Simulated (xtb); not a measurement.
GaH3S3, SMILES [SH][Ga]([SH])[SH]. All values are semi-empirical tight-binding results from xtb (GFN2-xTB unless named), good for trends rather than for accurate numbers. The structure is a stationary point at GFN2-xTB. The structure was generated by enumeration; whether it is a known compound was not checked. One conformer was computed; it need not be the lowest.

For metal compounds this method's bond lengths and energies can be far off.

Task: Estimate the properties. (Estimate from the structure and the level; the computed values follow.)

Result: 
- orbital gap = 3.17 eV
- zero-point energy = 15.3 kcal/mol
- G − E(el) at 298.15 K (modified RRHO) = -6.5 kcal/mol
